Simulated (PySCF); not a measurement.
# 1-tert-butyl-4-fluorobenzene (SMILES CC(C)(C)c1ccc(F)cc1)

Cartesian coordinates in Å; atom numbers follow the order of the lines, from 1:
```xyz
24

C    -2.589    1.303   -0.296
C    -1.976   -0.038    0.108
C    -2.531   -1.124   -0.825
C    -2.389   -0.343    1.555
C    -0.449   -0.023    0.012
C     0.277    1.101   -0.399
C     1.669    1.087   -0.477
C     2.353   -0.070   -0.139
F     3.684   -0.095   -0.209
C     1.671   -1.209    0.274
C     0.283   -1.174    0.345
H    -2.247    2.122    0.356
H    -3.686    1.250   -0.213
H    -2.348    1.566   -1.337
H    -3.631   -1.149   -0.775
H    -2.239   -0.932   -1.869
H    -2.162   -2.125   -0.553
H    -2.016   -1.323    1.889
H    -1.993    0.418    2.245
H    -3.486   -0.354    1.649
H    -0.243    2.020   -0.669
H     2.230    1.967   -0.798
H     2.235   -2.107    0.534
H    -0.241   -2.075    0.671
```

Level of theory: TDDFT CAM-B3LYP/def2-SVPD excited states, vertical, gas phase (PySCF 2.14.0). Geometry: PBE0-D3(BJ)/def2-SVP.

(1) How strongly do the lowest singlets absorb one photon, and two photons of half the energy?

## Answers

(1) δ for parallel linear polarisation; σ at the peak of a Lorentzian of half width 0.1 eV, single beam; Ω is circular over linear.
```tsv
state	E (eV)	f	photon λ (nm)	δ (au)	σ (GM)	Ω	main
S1	5.32	0.017	466	0.44	0.01	0.76	HOMO→LUMO 0.72, HOMO−1→LUMO+1 0.25
S2	6.08	0.022	408	1.4	0.02	0.40	HOMO→LUMO+1 0.61, HOMO−1→LUMO 0.35
S3	6.83	0.003	363	13.5	0.23	1.50	HOMO→LUMO+2 0.79, HOMO→LUMO+4 0.12
S4	7.00	0.823	354	3.78	0.07	0.16	HOMO−1→LUMO 0.61, HOMO→LUMO+1 0.34
S5	7.08	0.420	350	0.18	0.00	0.61	HOMO−1→LUMO+1 0.72, HOMO→LUMO 0.23
S6	7.36	0.001	337	40.1	0.80	1.50	HOMO−1→LUMO+2 0.68, HOMO−1→LUMO+4 0.12
```

Among these, the strongest one-photon state is S4, the strongest two-photon state S6, with a dipole change of 2.0 D (relaxed, norm of the difference vector).
